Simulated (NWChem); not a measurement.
System: HfH2Cl2; SMILES [Cl][HfH2][Cl]

Input file for NWChem:

```
start job
memory heap 200 mb stack 900 mb global 1100 mb
geometry units angstroms noautoz
  Hf     0.000000     0.000000    -0.276552
  Cl     1.998738     0.000000     0.922849
  Cl    -1.998738     0.000000     0.922849
  H      0.000000    -1.466871    -1.372864
  H      0.000000     1.466871    -1.372864
end
basis spherical
  Hf library def2-svp
  Cl library def2-svp
  H library def2-svp
end
ecp
  Hf library def2-ecp
end
dft
  xc xpbe96 cpbe96
  iterations 150
  vectors input atomic output neutral.movecs
end
task dft energy
charge 1
dft
  odft
  mult 2
  vectors input atomic output cation.movecs
end
task dft energy
```

The geometry was optimised at PBE0/def2-SVP. def2 effective core potentials on Hf; no spin-orbit coupling.

Ions are spin-unrestricted doublets at the neutral geometry; other ion states weren't tried.

Question: Predict the main results of this run. (PBE/def2-SVP with def2 effective core potentials on Hf, vertical spin-unrestricted ions.) Quantities: basis functions; vertical ionisation energy, ΔSCF (eV); −ε(HOMO) (eV).

Answer: 
```
Property                               Result
-------------------------------------  ------
number of basis functions                  78
vertical ionisation energy, ΔSCF (eV)   10.47
−ε(HOMO) (eV)                            7.40
```
